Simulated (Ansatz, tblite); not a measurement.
Forces on Hg4O5 at its B3LYP-D4/def2-SVP geometry. The state is a singlet with charge 0.

In the def2 sets Hg takes a core potential; there is no spin–orbit coupling. The xTB rows come from tblite. The structure holds 2 bonds between oxygen atoms, so isomers without such links may lie far lower. At PBE-D4/def2-TZVP the restricted singlet is unstable: a solution with broken spin symmetry lies lower. Another isomer (singlet) lies 1.61 eV lower at PBE0-D4/def2-TZVP; other spin states weren't run for this one.

GFN1-xTB (tblite), largest force 2.50 eV/Å:

```xyz
9
positions Å, forces eV/Å
Hg    0.989    0.043    4.316   -0.353    0.029   -0.308
Hg   -1.893   -0.136   -0.924   -0.153    0.363    0.258
Hg    2.216   -1.611    0.143   -0.435    0.179    0.028
Hg   -0.285   -0.429    1.644    0.479   -0.120   -0.306
O     0.421    1.245   -0.117   -1.661    0.191    1.161
O    -2.284   -0.860    0.904    0.698    0.158   -0.068
O    -0.813    0.668   -2.521   -0.417   -0.156    0.257
O     1.256    0.923   -1.016    0.593   -1.237   -2.094
O     0.393    0.158   -2.429    1.249    0.593    1.074
```

GFN2-xTB (tblite), largest force 1.97 eV/Å:

```
Hg -0.093 0.037 -0.066
Hg -0.548 0.189 0.228
Hg -0.256 0.131 0.042
Hg 0.249 -0.031 -0.308
O -0.932 -0.073 0.637
O 0.547 0.145 -0.210
O 0.417 -0.369 0.272
O -0.033 -0.937 -1.728
O 0.649 0.908 1.132
```

PBE-D4/def2-TZVP (Ansatz), largest force 0.49 eV/Å:

```
Hg -0.064 -0.027 -0.159
Hg -0.072 -0.104 0.157
Hg -0.079 0.016 0.095
Hg 0.180 -0.125 0.186
O 0.040 0.295 0.041
O -0.262 -0.100 0.050
O -0.254 0.194 -0.117
O 0.324 0.133 0.105
O 0.185 -0.282 -0.358
```
